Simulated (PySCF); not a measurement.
Gallium isocyanide, CGaN (singlet state).
Geometry (PBE0-D3(BJ)/def2-SVP, Å), atoms numbered from 1 in this order:
```
atom  x, y, z in Å
C1    -1.3049   -0.5841   -0.0038
N2    -0.2560   -0.0367   -0.0229
Ga3    1.4906    0.8184   -0.0360
```

Computed with PBE0-D3(BJ)/def2-SVP geometry optimisation, gas phase (PySCF).

Take the most abundant isotopes and a rigid rotor. 

(1) What are the moment of inertia and the rotational constant?

(2) List the first levels of a rigid rotor in a Σ state.

(3) Where do the first rotational lines fall?

(4) Estimate the classical rotational partition function at 25 K, 298.15 K and 500 K.

## Answers

(1) I = 126.164 u·Å², B = 505379 MHz·u·Å²/I = 4006 MHz (0.1336 cm⁻¹, or 0.192 K as hB/k).

(2) E(J) = BJ(J+1): J = 1: 0.267, J = 2: 0.802, J = 3: 1.603, J = 4: 2.672, J = 5: 4.009, J = 6: 5.612 cm⁻¹.

(3) The dipole is 3.80 D; J+1 ← J lies at 2B(J+1): 1 ← 0 at 8.01 GHz, 2 ← 1 at 16.02 GHz, 3 ← 2 at 24.03 GHz, 4 ← 3 at 32.05 GHz, 5 ← 4 at 40.06 GHz, 6 ← 5 at 48.07 GHz.

(4) Point group C∞v, symmetry number σ = 1; q = kT/(σhB), k/h = 20836.6 MHz/K: 130 at 25 K, 1550 at 298.15 K, 2600 at 500 K.

Stationary, but not proved a minimum. No vibrational averaging or centrifugal distortion is included, and the geometry carries the error of its method.
